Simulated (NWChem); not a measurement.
# GeIF, singlet; SMILES [F][Ge][I]

Computed with NWChem. Low-valent species are run as closed-shell singlets; no triplet was tried in these runs. Coordinates come from a PBE0/def2-SVP optimisation. Not confirmed as a minimum by frequencies. def2 effective core potentials on I; no spin-orbit coupling. Ions are spin-unrestricted doublets at the neutral geometry; other ion states weren't tried.

For level PBE/def2-SVP:

```yaml
"−ε(HOMO) (eV)": 6.49
```

Question: How do the values read with level PBE0/def2-SVP instead?

Answer: 
| Quantity | Value |
|---|---|
| −ε(HOMO) (eV) | 7.62 |
